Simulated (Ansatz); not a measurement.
`N[SiH2][InH][F]` + `N/C(F)=N/CF` → `N[SiH2]/N=C(/N)F` + `F[CH2][InH][F]`  (formal exchange of groups at the Si–In bond)

Program: Ansatz. Geometries: PBE0-D4/def2-TZVP. ΔE: electronic, gas phase. CCSD(T)/CBS is the MP2 limit (def2-TZVPP, def2-QZVPP) plus CCSD(T) − MP2 in def2-TZVPP, frozen cores. Double bonds are as drawn, so ΔE can hold a change between cis and trans. DFT in def2-TZVPP. B3LYP here is the variant with VWN-RPA as its local correlation; programs differ in this. HSE06 is defined as in plane-wave codes. Elements past krypton have def2 core potentials. For In outer-core shells are correlated without core-valence functions, which leaves a few kJ/mol of doubt a bond. Each species was taken in one conformer, which may not be the lowest.

```json
{"level": "LDA (SPW92)", "ΔE (kJ/mol)": "-21.9", "difference from CCSD(T)/CBS": "24.6"}
{"level": "PBE-D4", "ΔE (kJ/mol)": "-31.9", "difference from CCSD(T)/CBS": "14.6"}
{"level": "revPBE-D4", "ΔE (kJ/mol)": "-35.1", "difference from CCSD(T)/CBS": "11.4"}
{"level": "BLYP-D4", "ΔE (kJ/mol)": "-44.8", "difference from CCSD(T)/CBS": "1.7"}
{"level": "r2SCAN-D4", "ΔE (kJ/mol)": "-41.6", "difference from CCSD(T)/CBS": "4.9"}
{"level": "B97M-V", "ΔE (kJ/mol)": "-42.0", "difference from CCSD(T)/CBS": "4.5"}
{"level": "PBE0-D4", "ΔE (kJ/mol)": "-33.1", "difference from CCSD(T)/CBS": "13.4"}
{"level": "B3LYP-D4", "ΔE (kJ/mol)": "-43.9", "difference from CCSD(T)/CBS": "2.6"}
{"level": "r2SCANh-D4", "ΔE (kJ/mol)": "-41.0", "difference from CCSD(T)/CBS": "5.5"}
{"level": "r2SCAN0-D4", "ΔE (kJ/mol)": "-40.1", "difference from CCSD(T)/CBS": "6.4"}
{"level": "HSE06-D4", "ΔE (kJ/mol)": "-33.2", "difference from CCSD(T)/CBS": "13.3"}
{"level": "BHLYP-D4", "ΔE (kJ/mol)": "-44.2", "difference from CCSD(T)/CBS": "2.3"}
{"level": "CAM-B3LYP-D4", "ΔE (kJ/mol)": "-45.0", "difference from CCSD(T)/CBS": "1.5"}
{"level": "ωB97X-V", "ΔE (kJ/mol)": "-41.4", "difference from CCSD(T)/CBS": "5.1"}
{"level": "B2PLYP", "ΔE (kJ/mol)": "-48.1", "difference from CCSD(T)/CBS": "-1.6"}
{"level": "PBE-QIDH", "ΔE (kJ/mol)": "-41.0", "difference from CCSD(T)/CBS": "5.5"}
{"level": "PBE", "ΔE (kJ/mol)": "-32.3", "difference from CCSD(T)/CBS": "14.2"}
{"level": "revPBE", "ΔE (kJ/mol)": "-36.5", "difference from CCSD(T)/CBS": "10.0"}
{"level": "BLYP", "ΔE (kJ/mol)": "-45.5", "difference from CCSD(T)/CBS": "1.0"}
{"level": "B3LYP", "ΔE (kJ/mol)": "-44.5", "difference from CCSD(T)/CBS": "2.0"}
{"level": "r2SCANh", "ΔE (kJ/mol)": "-40.9", "difference from CCSD(T)/CBS": "5.6"}
{"level": "r2SCAN0", "ΔE (kJ/mol)": "-40.0", "difference from CCSD(T)/CBS": "6.5"}
{"level": "HSE06", "ΔE (kJ/mol)": "-33.5", "difference from CCSD(T)/CBS": "13.0"}
{"level": "BHLYP", "ΔE (kJ/mol)": "-45.7", "difference from CCSD(T)/CBS": "0.8"}
{"level": "CAM-B3LYP", "ΔE (kJ/mol)": "-45.2", "difference from CCSD(T)/CBS": "1.3"}
{"level": "LC-ωPBE", "ΔE (kJ/mol)": "-41.5", "difference from CCSD(T)/CBS": "5.0"}
{"level": "RPA@PBE/def2-TZVPP", "ΔE (kJ/mol)": "-45.4", "difference from CCSD(T)/CBS": "1.1"}
{"level": "HF/def2-SVP", "ΔE (kJ/mol)": "-29.2", "difference from CCSD(T)/CBS": "17.3"}
{"level": "MP2/def2-SVP", "ΔE (kJ/mol)": "-32.8", "difference from CCSD(T)/CBS": "13.7"}
{"level": "CCSD(T)/def2-SVP", "ΔE (kJ/mol)": "-22.6", "difference from CCSD(T)/CBS": "23.9"}
{"level": "HF/def2-TZVPP", "ΔE (kJ/mol)": "-50.5", "difference from CCSD(T)/CBS": "-4.0"}
{"level": "MP2/def2-TZVPP", "ΔE (kJ/mol)": "-51.8", "difference from CCSD(T)/CBS": "-5.3"}
{"level": "SCS-MP2/def2-TZVPP", "ΔE (kJ/mol)": "-51.6", "difference from CCSD(T)/CBS": "-5.1"}
{"level": "CCSD/def2-TZVPP", "ΔE (kJ/mol)": "-46.1", "difference from CCSD(T)/CBS": "0.4"}
{"level": "CCSD(T)/def2-TZVPP", "ΔE (kJ/mol)": "-46.1", "difference from CCSD(T)/CBS": "0.4"}
{"level": "HF/def2-QZVPP", "ΔE (kJ/mol)": "-52.4", "difference from CCSD(T)/CBS": "-5.9"}
{"level": "MP2/def2-QZVPP", "ΔE (kJ/mol)": "-52.7", "difference from CCSD(T)/CBS": "-6.2"}
{"level": "HF/CBS(def2)", "ΔE (kJ/mol)": "-52.7", "difference from CCSD(T)/CBS": "-6.2"}
{"level": "MP2/CBS(def2)", "ΔE (kJ/mol)": "-52.2", "difference from CCSD(T)/CBS": "-5.7"}
{"level": "CCSD/CBS(def2)", "ΔE (kJ/mol)": "-46.5", "difference from CCSD(T)/CBS": "0.0"}
{"level": "CCSD(T)/CBS", "ΔE (kJ/mol)": "-46.5", "difference from CCSD(T)/CBS": "0"}
```

Largest T1 diagnostic among the species: 0.015.

At CCSD(T), def2-SVP lies +23.9 kJ/mol from the extrapolated value and def2-TZVPP +0.4 kJ/mol. Leaving LDA and LC-ωPBE aside and taking each functional with its dispersion term where it has one, the values spread over 16.1 kJ/mol, from B2PLYP to PBE-D4. LDA lies +10.4 kJ/mol from PBE without D4.

CCSD(T)/CBS has its own doubt, a few kJ/mol and more with outer-core shells, so smaller differences from it don't rank the levels.
